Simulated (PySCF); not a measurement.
C3H7O2, doublet, geometry from GFN2-xTB (in this run its highest filled SCF level lies above zero, so its values depend strongly on the basis, on diffuse functions most of all); PySCF with SVWN5/STO-3G.

Here is a job for PySCF.
```python
from pyscf import gto, scf, dft

mol = gto.M(
    atom='''
C     1.50819162   -0.73795999    0.43248046
C     0.57207632    0.36972919   -0.09477346
O    -0.13100864    0.98699105    0.97305001
C    -0.45295305   -0.16437097   -1.03736454
O    -1.70715484   -0.42723192   -0.57774833
H     2.25959940   -0.31797272    1.10030602
H     2.01077026   -1.21954514   -0.40067598
H     0.92816150   -1.48208559    0.97345271
H     1.19400709    1.11886106   -0.61749632
H     0.50509671    1.28814348    1.62799971
H    -0.16818726   -0.71204669   -1.91491081
H    -1.78802916    0.04218330    0.26685666
''',
    basis='sto-3g',
    spin=1,
    verbose=4,
)

mf = dft.UKS(mol)
mf.xc = 'lda,vwn'
mf.kernel()
```

It wrote (shortened):

```
PySCF version 2.14.0

[INPUT] verbose = 4
[INPUT] num. atoms = 12
[INPUT] num. electrons = 41
[INPUT] charge = 0
[INPUT] spin (= nelec alpha-beta = 2S) = 1
[INPUT] symmetry False subgroup None
[INPUT] Mole.unit = angstrom
[INPUT] Symbol           X                Y                Z      unit          X                Y                Z       unit  Magmom
[INPUT]  1 C      1.508191620000  -0.737959990000   0.432480460000 AA    2.850069105164  -1.394542271987   0.817269623626 Bohr   0.0
[INPUT]  2 C      0.572076320000   0.369729190000  -0.094773460000 AA    1.081067567149   0.698686909357  -0.179095883277 Bohr   0.0
[INPUT]  3 O     -0.131008640000   0.986991050000   0.973050010000 AA   -0.247570449552   1.865142771897   1.838798024405 Bohr   0.0
[INPUT]  4 C     -0.452953050000  -0.164370970000  -1.037364540000 AA   -0.855957211786  -0.310616116129  -1.960334871935 Bohr   0.0
[INPUT]  5 O     -1.707154840000  -0.427231920000  -0.577748330000 AA   -3.226055099826  -0.807351320472  -1.091786112625 Bohr   0.0
[INPUT]  6 H      2.259599400000  -0.317972720000   1.100306020000 AA    4.270024017232  -0.600881355883   2.079277031010 Bohr   0.0
[INPUT]  7 H      2.010770260000  -1.219545140000  -0.400675980000 AA    3.799805090820  -2.304606311144  -0.757167866892 Bohr   0.0
[INPUT]  8 H      0.928161500000  -1.482085590000   0.973452710000 AA    1.753971034365  -2.800735858264   1.839559017116 Bohr   0.0
[INPUT]  9 H      1.194007090000   1.118861060000  -0.617496320000 AA    2.256346390889   2.114340974841  -1.166898927727 Bohr   0.0
[INPUT] 10 H      0.505096710000   1.288143480000   1.627999710000 AA    0.954494448319   2.434238386344   3.076473582771 Bohr   0.0
[INPUT] 11 H     -0.168187260000  -0.712046690000  -1.914910810000 AA   -0.317827859041  -1.345573232003  -3.618656983869 Bohr   0.0
[INPUT] 12 H     -1.788029160000   0.042183300000   0.266856660000 AA   -3.378885415136   0.079714884030   0.504286001916 Bohr   0.0

nuclear repulsion = 187.23748423676
number of shells = 22
number of NR pGTOs = 96
number of NR cGTOs = 32
basis = sto-3g
ecp = {}

******** <class 'pyscf.dft.uks.UKS'> ********
method = UKS
initial guess = minao
damping factor = 0
level_shift factor = 0
DIIS = <class 'pyscf.scf.diis.CDIIS'>
diis_start_cycle = 1
diis_space = 8
diis_damp = 0
SCF conv_tol = 1e-09
SCF conv_tol_grad = None
SCF max_cycles = 50
direct_scf = True
direct_scf_tol = 1e-13
number electrons alpha = 21  beta = 20
XC library pyscf.dft.libxc version 7.1.2
    S. Lehtola, C. Steigemann, M. J. T. Oliveira, and M. A. L. Marques,  SoftwareX 7, 1–5 (2018)
XC functionals = lda,vwn
    P. A. M. Dirac,  Math. Proc. Cambridge Philos. Soc. 26, 376 (1930)
    F. Bloch,  Z. Phys. 57, 545 (1929)
    S. H. Vosko, L. Wilk, and M. Nusair,  Can. J. Phys. 58, 1200 (1980)
radial grids:
    Treutler-Ahlrichs [JCP 102, 346 (1995); DOI:10.1063/1.469408] (M4) radial grids

becke partition: Becke, JCP 88, 2547 (1988); DOI:10.1063/1.454033
pruning grids: <function nwchem_prune>
grids dens level: 3
symmetrized grids: False
atomic radii adjust function: <function treutler_atomic_radii_adjust>
small_rho_cutoff = 0
Set gradient conv threshold to 3.16228e-05
tot grids = 139176
init E= -263.70554191711

cycle= 1 E= -263.028170522198  delta_E= 0.677  |g|= 0.416  |ddm|= 3.06
cycle= 2 E= -262.859291536616  delta_E= 0.169  |g|= 0.69  |ddm|= 1.43
cycle= 3 E= -263.134906521543  delta_E= -0.276  |g|= 0.125  |ddm|= 0.948
cycle= 4 E= -263.14505980385  delta_E= -0.0102  |g|= 0.0265  |ddm|= 0.195
cycle= 5 E= -263.145439274917  delta_E= -0.000379  |g|= 0.00866  |ddm|= 0.0418
cycle= 6 E= -263.145484926868  delta_E= -4.57e-05  |g|= 0.00136  |ddm|= 0.0126
cycle= 7 E= -263.145486281395  delta_E= -1.35e-06  |g|= 0.000421  |ddm|= 0.00276
cycle= 8 E= -263.145486393993  delta_E= -1.13e-07  |g|= 0.000134  |ddm|= 0.000814
cycle= 9 E= -263.145486407434  delta_E= -1.34e-08  |g|= 3.07e-05  |ddm|= 0.000249
cycle= 10 E= -263.145486407976  delta_E= -5.42e-10  |g|= 1.1e-05  |ddm|= 5.58e-05
Extra cycle  E= -263.145486407962  delta_E= 1.44e-11  |g|= 1.23e-05  |ddm|= 3.31e-05
converged SCF energy = -263.145486407962  <S^2> = 0.75124922  2S+1 = 2.0012488
```
